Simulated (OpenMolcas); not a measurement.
**Ne2+: effect of the IPEA shift**

```json
{
  "Program": "OpenMolcas",
  "Basis": "ANO-RCC-VTZP [4s3p2d1f]",
  "Scalar Hamiltonian": "DKH2, point nucleus",
  "Active space": "6 electrons in 8 orbitals (2s 2p 3s 3p)",
  "State averaging": "2S+1 = 3 even, 3 roots; 2S+1 = 1 even, 6 roots; 2S+1 = 3 odd, 3 roots; 2S+1 = 1 odd, 3 roots",
  "Spin-orbit coupling": "state interaction with AMFI integrals over the reference wave functions, term energies averaged over their components"
}
```

Methods on the same reference wave functions:
A. CASSCF
B. SS-CASPT2, IPEA 0 Eh, imaginary shift 0.1 Eh (closed shells correlated: 1s)
C. SS-CASPT2, IPEA 0.25 Eh, imaginary shift 0.1 Eh (closed shells correlated: 1s)

Energies in eV above 2s² 2p⁴ ³P₂, the measured ground level; measured values from Moore, Atomic Energy Levels, vol. I, NSRDS-NBS 35 (1971 reprint of NBS Circular 467, 1949).

```json
{"Level": "2s² 2p⁴ ³P₂", "A": "0.0000", "B": "0.0000", "C": "0.0000", "Measured": "0.0000"}
{"Level": "2s² 2p⁴ ³P₁", "A": "0.0722", "B": "0.0722", "C": "0.0722", "Measured": "0.0806"}
{"Level": "2s² 2p⁴ ³P₀", "A": "0.1062", "B": "0.1064", "C": "0.1064", "Measured": "0.1149"}
{"Level": "2s² 2p⁴ ¹D₂", "A": "3.4723", "B": "3.298", "C": "3.288", "Measured": "3.2039"}
{"Level": "2s² 2p⁴ ¹S₀", "A": "6.4019", "B": "6.992", "C": "6.970", "Measured": "6.9117"}
{"Level": "2s 2p⁵ ³P°₂", "A": "26.3835", "B": "25.497", "C": "25.514", "Measured": ""}
{"Level": "2s 2p⁵ ³P°₁", "A": "26.4538", "B": "25.568", "C": "25.584", "Measured": "25.4018"}
{"Level": "2s 2p⁵ ³P°₀", "A": "26.4893", "B": "25.603", "C": "25.619", "Measured": "25.4421"}
{"Level": "2s 2p⁵ ¹P°₁", "A": "38.4521", "B": "36.450", "C": "36.471", "Measured": ""}
```

Deviations, from unrounded energies. A percentage is the sum of absolute deviations over the sum of measured energies, with the sign that they share, or ± where signs differ.

```csv
Against measurement,Levels,A,B,C
mean absolute deviation (cm-1),6,3900,700,700
fine structure of the ground term (%),2,-8.8,-8.6,-8.6
other terms of the ground configuration (%),2,±7.7,+1.7,+1.4
other configurations (%),2,+4.1,+0.6,+0.7
```

B, C lie about equally close to measurement and A furthest from it. The largest miss of B in the table is 2s 2p⁵ ³P°₁, by +1300 cm-1. The ranking rests on the paired levels alone, and a cruder setting can come out closer through cancelling errors.

Between B and C the level of the table that moves most is 2s² 2p⁴ ¹S₀, by 170 cm-1 (lowest in C, highest in B). Moves below CASPT2's spread within the term are not significant.

The two smallest mean deviations differ by little beside CASPT2's spread within terms, so their order carries little weight.

From A to B the spin-free energies of the other terms of 2s² 2p⁴ shown, above ³P, scale by factors of 0.95 to 1.09.

The lowest spin-free term lies below A's lowest term by 0.115 hartree in B, 0.113 hartree in C.

Term energies are means over components that CASPT2 splits; among the terms shown or strongly mixed into the levels shown the widest spread is 11 cm-1 (2s² 2p⁴ ¹D, B). Active for correlation alone: 3p 3s; no level in the range computed is led by a configuration that fills them, so any true level of that kind is missing. Computed and measured levels are paired by configuration, term and J; levels that our copy of the source lacks, or whose pairing is in doubt (as where it misses far off the trend of its configuration), stay unpaired and out of the deviations. Levels of configurations outside the active space are missing.

° marks odd parity.
